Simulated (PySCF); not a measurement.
## How methods differ on the ionisation energy of La⁵⁴⁺

La⁵⁴⁺ [He] 2s1 [2s1/2^1, M_J = 1/2] → La⁵⁵⁺ 1s2, as a difference of total energies. All numbers are calculated (PySCF 2.14, the two-component X2C-1e Hamiltonian, in an uncontracted even-tempered set (17 s from 34 bohr⁻², ratio 2.4; 12 p from 45 bohr⁻², ratio 2.4; 5 d from 140 bohr⁻², ratio 2.6; 4 f from 210 bohr⁻², ratio 2.6)). Correlated levels: nothing frozen; the 26 highest virtual spinors dropped. "Screened" scales the spin-orbit matrix elements by Boettger's factors to mimic the two-electron term; Breit and QED terms are absent.

```csv
method,ionisation energy (eV)
GHF (screened spin-orbit),11043.8
GMP2 (screened spin-orbit),11044.0
```

For this ion Breit and QED terms and the two-electron picture change, all absent here, outweigh the correlation shift from GHF to GMP2.

For comparison: 11033.4 ± 0.05 eV (theoretical estimate listed by NIST; NIST Atomic Spectra Database, ionization energies).
